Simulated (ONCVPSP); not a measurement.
# An all-electron radial function and its pseudo partner (hydrogen)

Columns: radius, all-electron u(r) and pseudo u(r) of the 1s shell (level -12.81 eV) of hydrogen in the configuration 1s0.5; revPBE, scalar-relativistic, ONCV scheme, ONCVPSP 4.0.1.

```json
{"r (bohr)": "0.055", "all-electron": "0.1134", "pseudo": "0.0896"}
{"r (bohr)": "0.110", "all-electron": "0.2143", "pseudo": "0.1771"}
{"r (bohr)": "0.165", "all-electron": "0.3037", "pseudo": "0.2609"}
{"r (bohr)": "0.220", "all-electron": "0.3823", "pseudo": "0.3399"}
{"r (bohr)": "0.275", "all-electron": "0.4511", "pseudo": "0.4137"}
{"r (bohr)": "0.330", "all-electron": "0.5110", "pseudo": "0.4821"}
{"r (bohr)": "0.385", "all-electron": "0.5626", "pseudo": "0.5448"}
{"r (bohr)": "0.440", "all-electron": "0.6067", "pseudo": "0.6011"}
{"r (bohr)": "0.495", "all-electron": "0.6439", "pseudo": "0.6499"}
{"r (bohr)": "0.550", "all-electron": "0.6749", "pseudo": "0.6899"}
{"r (bohr)": "0.605", "all-electron": "0.7002", "pseudo": "0.7205"}
{"r (bohr)": "0.660", "all-electron": "0.7205", "pseudo": "0.7419"}
{"r (bohr)": "0.715", "all-electron": "0.7360", "pseudo": "0.7550"}
{"r (bohr)": "0.770", "all-electron": "0.7475", "pseudo": "0.7617"}
{"r (bohr)": "0.825", "all-electron": "0.7551", "pseudo": "0.7641"}
{"r (bohr)": "0.880", "all-electron": "0.7594", "pseudo": "0.7640"}
{"r (bohr)": "0.935", "all-electron": "0.7606", "pseudo": "0.7624"}
{"r (bohr)": "0.990", "all-electron": "0.7592", "pseudo": "0.7596"}
{"r (bohr)": "1.045", "all-electron": "0.7554", "pseudo": "0.7555"}
{"r (bohr)": "1.100", "all-electron": "0.7496", "pseudo": "0.7495"}
{"r (bohr)": "1.155", "all-electron": "0.7418", "pseudo": "0.7418"}
{"r (bohr)": "1.210", "all-electron": "0.7325", "pseudo": "0.7325"}
{"r (bohr)": "1.265", "all-electron": "0.7218", "pseudo": "0.7218"}
{"r (bohr)": "1.320", "all-electron": "0.7099", "pseudo": "0.7098"}
{"r (bohr)": "1.375", "all-electron": "0.6969", "pseudo": "0.6969"}
{"r (bohr)": "1.430", "all-electron": "0.6831", "pseudo": "0.6831"}
```

Question: How many radial nodes do the two functions have?

Answer: The all-electron 1s function has n − l − 1 = 0; the pseudo-wave has 0.

Question: At about which radius was the pseudo-wave matched?

Answer: 1.10 bohr. The columns agree to 0.0005 from 0.99 bohr on; several derivatives are matched, so the curves merge somewhat inside the radius.

Question: Where does each function peak?

Answer: Outermost all-electron maximum near 0.94 bohr, pseudo maximum near 0.82 bohr (to the table’s step).

Question: Is the pseudo-wave norm-conserving?

Answer: Yes: the ONCV scheme keeps the norm inside the radius equal to the all-electron one, which fixes the energy derivative of the logarithmic derivative at the level.
